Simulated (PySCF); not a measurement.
Ionisation energy of Cr⁺ by level of theory

Cr⁺ [Ar] 3d5 (6S) → Cr²⁺ [Ar] 3d4 (5D), as a difference of total energies. Computed with PySCF 2.14 in 6-31G* (5s4p2d1f, 34 functions), with no relativity, point nucleus. Correlated levels: valence: [Ar] frozen. The calculations carry no spin-orbit coupling.

| method | ionisation energy (eV) |
| --- | --- |
| UHF | 14.321 |
| r2SCAN | 15.821 |
| M06-2X | 15.463 |
| MP2 (valence) | 14.987 |
| SCS-MP2 (valence) | 14.543 |

Task: How much does correlation contribute at MP2 (valence)?

Result: 14.987 − (14.321) = 0.666 eV, measured against UHF.

These non-relativistic numbers lack the scalar-relativistic shift.

The reference lies between the lowest fine-structure levels, while these numbers refer to the centres of the terms.

Errors of the correlated levels include the incompleteness of this basis and the frozen core.

For comparison: 16.486 eV (measured; NIST Atomic Spectra Database, ionization energies).
